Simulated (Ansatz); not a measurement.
Input file for Ansatz (an electronic-structure program): R-CCSD(T)/def2-TZVPP on AlBrFH2N (SMILES [NH2][Al]([F])[Br]), a point of a torsion scan. The run froze 21 orbitals, filled d shells among them.

Ansatz 0.2 input:
```yaml
crystal:
  periodic: [false, false, false]
  atoms:
    - {symbol: N, position_ang: [-1.02710578, -0.07063292, -0.09104663]}
    - {symbol: Al, position_ang: [0.64379228, 0.41000216, -0.40168717]}
    - {symbol: F, position_ang: [1.44249472, -0.13956579, -1.73098594]}
    - {symbol: Br, position_ang: [1.74790806, 1.72439195, 1.03902123]}
    - {symbol: H, position_ang: [-1.44081262, -0.93676911, -0.40470962]}
    - {symbol: H, position_ang: [-1.61819128, 0.33057267, 0.62364941]}
basis:
  gaussian:
    orbitals: def2-TZVPP
magnetization: {spin_polarized: false}
correlation: {method: ccsd_t, electrons: outside_noble_gas}
scf: {lower_state_search: off}
```

It printed:

```
WARN ansatz: RAYON_NUM_THREADS=1 ignored (pool sized by the plan → 1); use --threads N
Functional definition: HF
these checks for a lower state are left out or cut short: stability, starts, cluster_reference, orbital_swaps, neighbouring_geometries, increment
integrals: 0.58 GiB planned
1135 factors; integrals over basis functions are off by at most 7.5e-4 eV
mean field: 0.62 GiB planned
mean field evaluation 1: about -80804.9369 eV, gradient 4.5e1 eV
mean field evaluation 2: about -80805.0392 eV, gradient 4.5e1 eV
mean field evaluation 4: about -80808.6893 eV, gradient 2.3e0 eV
mean field evaluation 8: about -80808.7348 eV, gradient 2.6e-1 eV
mean field evaluation 16: about -80808.7351 eV, gradient 1.1e-6 eV
mean field -80808.73508258 eV, -2969.6662401568 hartree, gradient 1.1e-6 eV, S^2 0.000000; 0 other end points of the search recorded, 0 dependent functions left out
21 core orbitals not correlated
reference -80808.73508258 eV, -2969.6662401568 hartree; 12, 12 occupied and 147, 147 virtual orbitals, 1135 factors
second order -18.95291919 eV of doubles, -0.00000000 eV of singles
coupled cluster: 1.51 GiB planned
cycle   1  -19.13613314 eV  change   -1.8e-1 eV  update   8.4e-2
cycle   2  -19.49100388 eV  change   -3.5e-1 eV  update   2.4e-2
cycle   3  -19.58073091 eV  change   -9.0e-2 eV  update   1.3e-2
cycle   4  -19.57251884 eV  change    8.2e-3 eV  update   3.1e-3
cycle   5  -19.57041604 eV  change    2.1e-3 eV  update   1.3e-3
cycle   6  -19.57096025 eV  change   -5.4e-4 eV  update   4.2e-4
cycle   7  -19.57077335 eV  change    1.9e-4 eV  update   1.4e-4
cycle   8  -19.57073101 eV  change    4.2e-5 eV  update   5.0e-5
cycle   9  -19.57075454 eV  change   -2.4e-5 eV  update   1.9e-5
perturbative correction -0.67482752 eV, -0.0247994540 hartree
Total energy: -80828.98066464 eV, -2970.4102515747 hartree
Checks for a lower state left out: stability, starts, cluster_reference, orbital_swaps, neighbouring_geometries, increment
```

Self-consistency was reached.

Cost: roughly 30 core-seconds.
